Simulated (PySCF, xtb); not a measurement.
C2H9InN, SMILES [CH3][In](<-[NH3])[CH3] (connectivity only; charge and spin as stated), neutral, multiplicity 2.

Harmonic wavenumbers (cm⁻¹) from GFN2-xTB run with xtb at its own minimum, in rising order: 50, 64, 77, 85, 88, 97, 176, 229, 255, 303, 338, 426, 460, 472, 495, 1092, 1151, 1174, 1457, 1459, 1465, 1467, 1533, 1541, 2965, 2971, 2986, 2988, 2994, 2996, 3408, 3441, 3446.

Question: What does PySCF with PBE0-D3(BJ)/def2-SVP give at its own minimum? (The exact figures need the calculation; the answer reports its results.)

Answer: 35, 69, 69, 91, 100, 116, 240, 430, 441, 443, 470, 601, 638, 660, 703, 1124, 1136, 1152, 1421, 1424, 1429, 1435, 1629, 1629, 3043, 3043, 3153, 3153, 3167, 3168, 3504, 3637, 3647. Paired by order, the mean absolute difference is 99 cm⁻¹ and the zero-point energies are 63.1 and 67.2 kcal/mol.
